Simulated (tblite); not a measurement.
Compound: C4H2BBrF4.
Numbering: `[F:1][BH:2][C:3]#[C:4][C@H:5]([Br:6])[C:7]([F:8])([F:9])[F:10]` (hydrogens: H11 on B2; H12 on C5)

Computed with GFN2-xTB (tblite), gas phase: L-BFGS steps from a force-field or distance-geometry start until the largest atomic force falls under 0.01 eV/Å.

Step 0: E = -919.6884 eV
```
atom  x, y, z in Å  |  force x, y, z in eV/Å
F1      3.5070    1.0443    1.0605   -1.522  -0.518  -3.305
B2      2.9100    0.8587   -0.2553    0.905   0.440   2.638
C3      1.4707    0.3798   -0.3696   -0.158  -0.014   0.224
C4      0.3176    0.0213   -0.4809   -0.116  -0.247   0.237
C5     -1.0749   -0.4386   -0.5852    1.212  -0.241  -0.298
Br6    -2.0543    0.8227   -1.7026   -0.209   0.039  -0.028
C7     -1.7263   -0.5623    0.7823   -0.386   0.141   0.784
F8     -1.0252   -1.4771    1.5600   -1.183   1.292  -0.854
F9     -3.0256   -1.0095    0.6458    1.641   0.561   0.591
F10    -1.7375    0.6567    1.4392   -0.158  -1.893  -0.623
H11     3.5276    1.1324   -1.2154    0.106  -0.033   0.351
H12    -1.0879   -1.4292   -1.0960   -0.132   0.474   0.282
```

Step 1: E = -920.0732 eV
```
atom  x, y, z in Å  |  force x, y, z in eV/Å
F1      3.4852    1.0369    1.0133   -0.891  -0.319  -1.880
B2      2.9230    0.8650   -0.2176    0.197   0.223   0.902
C3      1.4685    0.3796   -0.3664   -0.008   0.034   0.311
C4      0.3160    0.0178   -0.4775    0.387  -0.098   0.233
C5     -1.0576   -0.4421   -0.5895    0.487  -0.039   0.031
Br6    -2.0573    0.8233   -1.7030   -0.155  -0.001  -0.007
C7     -1.7318   -0.5603    0.7935    0.207   0.105  -0.338
F8     -1.0421   -1.4586    1.5478   -0.679   0.640  -0.283
F9     -3.0021   -1.0015    0.6543    0.743   0.267   0.437
F10    -1.7397    0.6296    1.4303   -0.163  -0.919  -0.129
H11     3.5291    1.1320   -1.2103   -0.038  -0.090   0.597
H12    -1.0898   -1.4224   -1.0920   -0.089   0.196   0.126
```

Question: Estimate the geometry and energy of step 2. (The exact step hangs on the optimiser's Hessian estimate; all steps are aligned on step 1, rigid shifts and turns removed.)

Answer: E = -920.1529 eV, largest force 2.577 eV/Å
```
atom  x, y, z in Å  |  force x, y, z in eV/Å
F1      3.4583    1.0274    0.9564    0.591   0.132   1.390
B2      2.9301    0.8718   -0.1880   -1.209  -0.236  -2.264
C3      1.4679    0.3805   -0.3577    0.760   0.277   0.388
C4      0.3260    0.0147   -0.4708   -0.317  -0.295   0.114
C5     -1.0421   -0.4436   -0.5893    0.186   0.153  -0.025
Br6    -2.0618    0.8233   -1.7032   -0.071  -0.037   0.026
C7     -1.7272   -0.5572    0.7862    0.379   0.040  -0.740
F8     -1.0627   -1.4389    1.5385   -0.019  -0.097   0.215
F9     -2.9789   -0.9932    0.6671   -0.135  -0.035   0.110
F10    -1.7444    0.6012    1.4255   -0.090   0.167   0.266
H11     3.5283    1.1295   -1.1938   -0.048  -0.073   0.513
H12    -1.0924   -1.4162   -1.0880   -0.027   0.005   0.005
```

The energy changes by -0.0797 eV. The first-order estimate −F·Δx gives -0.2779 eV and the mean of the old and new forces, exact on a quadratic surface, -0.0570 eV. The step makes an angle of 3° with the force vector and moves no atom by more than 0.064 Å.

What follows is the cost of the whole relaxation. Hardware: an Intel Xeon Platinum 8259CL at 2.50 GHz with one thread (shared host). Cost: 1.9 s.
